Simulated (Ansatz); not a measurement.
Scan of the H3–Se1–Te2–H4 dihedral angle

H2TeSe (SMILES [SeH][TeH]), closed shell, at its PBE0-D4/def2-TZVP minimum:

| atom | x (Å) | y (Å) | z (Å) |
| --- | --- | --- | --- |
| Se1 | 0.4479 | -1.2424 | 0.3747 |
| Te2 | 0.5885 | 1.2350 | 0.0035 |
| H3 | -0.8404 | -1.2198 | 1.0852 |
| H4 | -0.1960 | 1.2272 | -1.4633 |

The dihedral angle H3–Se1–Te2–H4 (-90.1° at the minimum) is set to the values below, the two halves turning rigidly about the central bond. Each method's energies count from its own value at the PBE0-D4 minimum structure. Program: Ansatz 0.2.0. Basis: def2-TZVPP. Cores are frozen in the correlated methods. Filled d shells of the heavier atoms are correlated. Core potentials replace the inner electrons of the atoms past krypton. The def2 sets are not built for correlating such inner shells, so the correlated values are less sure here. B3LYP uses VWN-RPA correlation.

CCSD(T) energies along the scan:
| dihedral angle (°) | CCSD(T) (kJ/mol) |
| --- | --- |
| -145.3 | 17.33 |
| -109.3 | 2.75 |
| -73.3 | 2.07 |
| -37.3 | 17.29 |
| -1.3 | 28.87 |
| 34.7 | 18.59 |
| 70.7 | 2.76 |
| 106.7 | 2.08 |
| 142.7 | 16.19 |
| 178.7 | 26.06 |
They count from the CCSD(T) energy at the PBE0-D4 minimum.

Largest difference from the CCSD(T) curve over the scan: B3LYP-D4 0.20; wB97M-V 0.81; HF 1.31 kJ/mol. Each curve counts from its own value at the minimum.

No T1 diagnostic of these runs exceeds 0.010.

For scale, one of the runs: CCSD(T)/def2-TZVPP, 126 basis functions (an equivalent command: `ansatz run in.yaml --threads 2`). The run took 25 s on 2 CPU threads (shared host), with 0.69 GiB of host memory at its peak.
